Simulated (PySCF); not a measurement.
The isolated species `C#C/C(=N\[SiH3])C1CC1` is ionised with synchrotron light (hν = 2100.0 eV). Calculated photoelectron kinetic energies of its computed core levels, recoil neglected:

```csv
line,kinetic energy (eV)
1,1993.42
2,1992.79
3,1809.38
4,1809.22
5,1809.19
6,1809.07
7,1807.49
8,1696.60
9,253.56
```

Level of theory: delta-SCF UKS SCAN, pcX-2 on the ionised atom, pcseg-1 elsewhere, spin-free X2C in PySCF 2.14.0.

Question: Convert to binding energies and name the level and atom behind each line. Numbering: `[CH:1]#[C:2]/[C:3](=[N:4]\[SiH3:5])[CH:6]1[CH2:7][CH2:8]1`.

Answer: Against the vacuum level, binding energy = hν − kinetic energy.

```csv
line,binding energy (eV),level,atoms,environment
1,106.58,Si 2p3/2,Si5,SiH3 silicon
2,107.21,Si 2p1/2,Si5,SiH3 silicon
3,290.62,C 1s,C1,terminal alkyne carbon
4,290.78,C 1s,C7/C8,three-membered-ring carbon
5,290.81,C 1s,C6,three-membered-ring carbon
6,290.93,C 1s,C2,alkyne carbon
7,292.51,C 1s,C3,C=N carbon
8,403.40,N 1s,N4,C=N nitrogen
9,1846.44,Si 1s,Si5,SiH3 silicon
```

Lowest listed C 1s: C1, bonded to C (triple bond) and H. Highest, 1.89 eV above it: C3, bonded to N (double bond) and 2 C. Summing the Pauling electronegativity differences to the bonded atoms, each weighted by its formal bond order, gives -0.35 for the lowest site and +0.98 for the highest; no listed site has a larger sum than the highest. The smallest sum, -0.70, belongs to C7/C8, 0.16 eV above the lowest. The values 290.78 and 290.81 eV lie too close for their order to be trusted.

Question: What is the C 1s shift of C7/C8 against C2?

Answer: 290.78 − 290.93 = -0.15 eV, or -14 kJ/mol.

Other core shells, valence and Auger electrons aren't listed. One atom of each set of topologically equivalent atoms was ionised and stands for the set; in this conformer not all members are related by symmetry, and their own values weren't computed. Spin contamination (⟨S²⟩ against 0.75 for a pure doublet) is marked for C 1s of C1 (0.86), C 1s of C2 (0.89) and C 1s of C3 (0.89), which makes these values less certain. The 2p values aren't plain energy differences: one relaxed spin-free 2p hole is combined with a matrix within the shell (ground-state 2p orbital-energy differences and spin–orbit coupling). 2p3/2, the mean of its two sublevels, lies a third of the splitting below the shell's mean and 2p1/2 two thirds above it; the statistical areas are 2:1. 2p1/2 minus 2p3/2 (ligand field included): Si 0.62 eV. Geometry: PBE0-D3(BJ)/def2-SVP, one conformer, isolated molecule.

The values belong to the conformer `[CH:1]#[C:2]/[C:3](=[N:4]\[SiH3:5])[CH:6]1[CH2:7][CH2:8]1`: C2–C3–C6–C7 -36°.
